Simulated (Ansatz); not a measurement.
AgCl, triplet, geometry from GFN2-xTB (such geometries of metal compounds can be far from the true shape) (the multiplicity is a formal guess) (core potentials on Ag); BHLYP/def2-SVPD (Ansatz, a program for electronic structure).

Ansatz was given this input:
Ansatz 0.2 input:
```yaml
crystal:
  periodic: [false, false, false]
  atoms:
    - {symbol: Ag, position_ang: [-0.00000000, -0.00000000, -0.65923567]}
    - {symbol: Cl, position_ang: [0.00000000, 0.00000000, 1.82259273]}
basis:
  gaussian:
    orbitals: def2-SVPD
hamiltonian:
  xc: {name: BHLYP}
magnetization: {spin_polarized: true, initial_magnetization: 2}
accuracy: high
```

What the program printed (banner, timings and long lists left out):

```
Functional definition: BHLYP
1073 factors; integrals over basis functions are off by at most 3.4e-9 eV
mean field evaluation 1: about -16510.8889 eV, gradient 1.9e1 eV
mean field evaluation 2: about -16506.2884 eV, gradient 3.9e1 eV
mean field evaluation 4: about -16512.7603 eV, gradient 8.5e-1 eV
mean field evaluation 8: about -16512.8905 eV, gradient 3.2e-1 eV
mean field evaluation 16: about -16512.8929 eV, gradient 5.2e-4 eV
mean field evaluation 32: about -16512.8910 eV, gradient 7.0e-1 eV
mean field evaluation 64: about -16512.9201 eV, gradient 7.6e-2 eV
mean field -16512.92242785 eV, -606.8387063626 hartree, gradient 1.6e-8 eV, S^2 2.007616; 2 other end points of the search recorded, 0 dependent functions left out
reference -16512.92244572 eV, -606.8387070193 hartree; 19, 17 occupied and 42, 44 virtual orbitals, 1073 factors
Total energy: -16512.92244572 eV, -606.8387070193 hartree
```
